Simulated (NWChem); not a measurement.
System: Se anion, doublet

The following NWChem deck was run.

```
start job
memory heap 200 mb stack 900 mb global 1100 mb
charge -1
geometry units angstroms noautoz
  Se     0.000000     0.000000     0.000000
end
basis spherical
  * library def2-svpd
end
dft
  odft
  mult 2
  xc kt2
  iterations 150
  mulliken
end
task dft energy
```

NWChem printed, in part:

```
             Northwest Computational Chemistry Package (NWChem) 7.3.0
             --------------------------------------------------------

                             Geometry "geometry" -> ""
                             -------------------------

 Output coordinates in angstroms (scale by  1.889725989 to convert to a.u.)

  No.       Tag          Charge          X              Y              Z
 ---- ---------------- ---------- -------------- -------------- --------------
    1 Se                  34.0000     0.00000000     0.00000000     0.00000000

 Effective nuclear repulsion energy (a.u.)       0.0000000000

                                 NWChem DFT Module
                                 -----------------

 Summary of "ao basis" -> "ao basis" (spherical)
 ------------------------------------------------------------------------------
       Tag                 Description            Shells   Functions and Types
 ---------------- ------------------------------  ------  ---------------------
 Se                        def2-svpd                15       41   6s5p4d

            General Information
            -------------------
          SCF calculation type: DFT
          Wavefunction type:  spin polarized.
          No. of atoms     :     1
          No. of electrons :    35
           Alpha electrons :    18
            Beta electrons :    17
          Charge           :    -1
          Spin multiplicity:     2
          Use of symmetry is: off; symmetry adaption is: off
          Maximum number of iterations: 150
          AO basis - number of functions:    41
                     number of shells:    15
          Convergence on energy requested:  1.00D-06
          Convergence on density requested:  1.00D-05
          Convergence on gradient requested:  5.00D-04

              XC Information
              --------------
                          KT2 Method XC Functional
                        Slater Exchange Functional  1.072 local
                           KT1 gradient correction  1.000 non-local
            Perdew 1991 LDA Correlation Functional  0.577 local

             Grid Information
             ----------------
          Grid used for XC integration:  medium
          Radial quadrature: Mura-Knowles
          Angular quadrature: Lebedev.
          Tag              B.-S. Rad. Rad. Pts. Rad. Cut. Ang. Pts.
          ---              ---------- --------- --------- ---------
          Se                  1.15      112           9.0       590
          Grid pruning is: on
          Number of quadrature shells:   112
          Spatial weights used:  Erf1

      Superposition of Atomic Density Guess
      -------------------------------------

 Sum of atomic energies:       -2399.51386080

 Renormalizing density from      34.00 to     35

      Non-variational initial energy
      ------------------------------

 Total energy =   -2441.253740
 1-e energy   =   -3441.019845
 2-e energy   =     999.766105
 HOMO         =       0.153023
 LUMO         =       0.291107

     ---------------------------------------------
      Total Density - Mulliken Population Analysis
     ---------------------------------------------

    Atom       Charge   Shell Charges
 -----------   ------   -------------------------------------------------------
    1 Se  34    35.00   2.00  2.00  1.97  0.89  1.11  0.02  5.99  5.89  0.83  1.92  2.38  7.50  2.37  0.14  0.00

     --------------------------------------------
      Spin Density - Mulliken Population Analysis
     --------------------------------------------

    Atom       Charge   Shell Charges
 -----------   ------   -------------------------------------------------------
    1 Se  34     1.00   0.00  0.00  0.00  0.00  0.00  0.00  0.00  0.00  0.13  0.39  0.48  0.00  0.00  0.00  0.00

[...]
```

Level: KT2/def2-SVPD, spin-unrestricted. The open p shell is one determinant without spherical averaging. No stability test was run on the SCF state. The highest occupied level is positive, so the extra electron may be held by the finite basis.
